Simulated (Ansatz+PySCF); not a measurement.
## singlet Li2F2: levels of theory in one basis

```xyz
4

Li    1.1079    0.0376   -0.0328
Li   -1.1099    0.0329   -0.0373
F     0.0167    1.3138    0.0420
F     0.0039   -1.3052   -0.0482
```

Basis set: def2-SVP (spherical functions). Correlated methods keep 2 orbitals frozen. Charge 0, multiplicity 1.

Computed with Ansatz (development build ahead of 0.2.0); each method stands on the lowest determinant of its kind that the runs found.

```csv
method,E − E(RHF) (eV),<S²> of the determinant
RHF,0.00,0.00
RHF-MP2,-11.10,–
RHF-CCSD,-11.20,–
```

(1) What does RHF-CCSD(T) give on the same scale?

(2) Is a single determinant a sound starting point here?

Answers

(1) -11.30 eV.

(2) By this sign, yes. Unrestricted orbitals gain 0.00 eV and <S²> is 0.00 against 0.00 for a pure state.
